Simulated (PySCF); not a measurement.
## Working out the ionisation energy of Mn⁺

Mn⁺ [Ar] 3d5 4s1 (7S) → Mn²⁺ [Ar] 3d5 (6S). All numbers are calculated (PySCF 2.14, the spin-free X2C one-electron Hamiltonian (Gaussian nucleus), in aug-cc-pVDZ-DK). Frozen: [Ar]. Energies in hartree (1 hartree = 27.21139 eV):

| part | Mn⁺ (lower) | Mn²⁺ (upper) |
| --- | --- | --- |
| UHF | -1157.160754 | -1156.613751 |
| MP2 opposite-spin | 0.000000 | 0.000000 |
| MP2 same-spin | -0.069931 | -0.054960 |

Question: What does Hartree-Fock give?

Answer: (-1156.613751) − (-1157.160754) = 0.547003 hartree = 14.885 eV.

Question: What do MP2 and SCS-MP2 (6/5 opposite-spin, 1/3 same-spin) give?

Answer: The opposite-spin parts differ by 0.000 eV and the same-spin parts by 0.407 eV. MP2: 14.885 + (0.000) + (0.407) = 15.292 eV. SCS-MP2: 14.885 + 1.2 × (0.000) + (0.407)/3 = 15.021 eV.

Measured between the centres of the two terms (NIST): 15.640 eV, so MP2 (valence) is off by -0.348 eV.

A double-zeta basis recovers only part of the correlation energy.

What remains against the reference includes basis incompleteness, the frozen core and correlation beyond second order.
